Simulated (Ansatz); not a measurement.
Te2W⁺, relaxed as a doublet with UKS r2SCAN-D4/def2-TZVP in Ansatz, starting from the GFN2-xTB geometry. Force threshold 0.02 eV/Å.

In the def2 sets Te, W take a core potential; there is no spin–orbit coupling. The charge 1 doublet is spin-contaminated (final ⟨S²⟩ up to 1.32, 0.75 for a pure state). The structure comes from a short search, and lower isomers may exist.

Start:

Cartesian coordinates in Å:
```
W -0.380 -0.514 0.472
Te 1.954 0.171 1.090
Te -1.574 0.342 -1.562
```

```
        step  energy (eV)  largest force component (eV/Å)  SCF passes
           1  -16411.9420                           0.614          31
           2  -16412.1332                           0.570          42
3 (rejected)  -16411.3587                           4.709          43
           4  -16412.1588                           0.173          37
           5  -16412.1619                           0.034          34
           6  -16412.1620                           0.000          31
```

Force components are those of the run's own axes.

End:

```xyz
3

W    -0.462   -0.624    0.574
Te    1.805    0.236    0.896
Te   -1.344    0.388   -1.470
```

By distances, no bond broke or formed. The bond that changes most is W1–Te2, from 2.51 to 2.45 Å (atoms count from 1).

No frequencies were taken in this run, so the end may be a saddle point.

Hardware: 4 threads of Arm Neoverse V1 on a shared host. Wall time 27 s.
